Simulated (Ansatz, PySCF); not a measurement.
Energy difference R1 → 2 P1 + 4 P2 + P3, each structure at its B3LYP-D3(BJ)/def2-TZVP stationary point, reached from a drawn start (curvature not checked).
R1: H2O4S (SMILES O=S(=O)(O)O), charge 0, multiplicity 1.
P1: H atom, charge 0, multiplicity 2.
P2: O atom, charge 0, multiplicity 3.
P3: S atom, charge 0, multiplicity 3.

P less R. No zero-point or thermal terms; singlets are restricted closed shells; open shells are unrestricted; no spin–orbit coupling. One arrangement of each flexible species, with no search for the lowest.

Frozen-core correlation throughout.

Programs: Ansatz (Gaussian orbitals); PySCF for M06-2X. All values are computed, each at the level named.

```
level                reaction energy (eV)
-------------------  --------------------
HF/cc-pV(Q+d)Z                     14.139
PBE/def2-TZVPP                     27.163
BLYP/def2-TZVPP                    25.745
B3LYP/def2-TZVPP                   25.211
M06-2X/def2-TZVPP                  25.782
MP2/cc-pV(D+d)Z                    22.841
MP2/cc-pV(Q+d)Z                    27.189
SCS-MP2/cc-pV(D+d)Z                     ?
CCSD(T)/cc-pV(Q+d)Z                     ?
```

Problem. Complete the blanks.

Solution. 
- SCS-MP2/cc-pV(D+d)Z, reaction energy (eV): 22.130
- CCSD(T)/cc-pV(Q+d)Z, reaction energy (eV): 25.525

Ansatz is a quantum-chemistry and plane-wave program.
